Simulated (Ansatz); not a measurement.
A calculation with Ansatz (development build ahead of 0.2.0).

```yaml
crystal:
  periodic: [false, false, false]
  atoms:
    - { symbol: Cr, position_ang: [0.0, 0.0, 0.0] }
    - { symbol: Ti, position_ang: [0.0, 0.0, 5.676] }
basis:
  gaussian: { orbitals: pcseg-2 }
magnetization:
  initial_magnetization: 2
hamiltonian:
  xc: pbe0
```

The input is written out in the form of the current development build from the run's settings.

The run gave:

```json
{
  "Converged": "yes",
  "Total energy": "-1893.20501 hartree",
  "Spin squared of the determinant": "2.000",
  "Stability test": "minimum among restricted orbitals"
}
```

Caution: stretched shape with no unrestricted run beside it, a lower state can exist; charge can spread falsely over distant fragments; another spin multiplicity may lie lower.
